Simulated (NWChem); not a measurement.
# CdH2S; SMILES [CdH][SH]

def2 effective core potentials on Cd; no spin-orbit coupling.

Q: Give the equilibrium geometry at PBE-D3(BJ)/def2-SVP with def2 effective core potentials on Cd (NWChem) as an XYZ file, with the point group.

A: point group Cs; any orientation.
```
4

Cd     0.3996    -0.3723     0.0000
H      0.6606    -2.0206     0.0000
S      0.0680     1.9736     0.0000
H     -1.2900     1.8435     0.0000
```
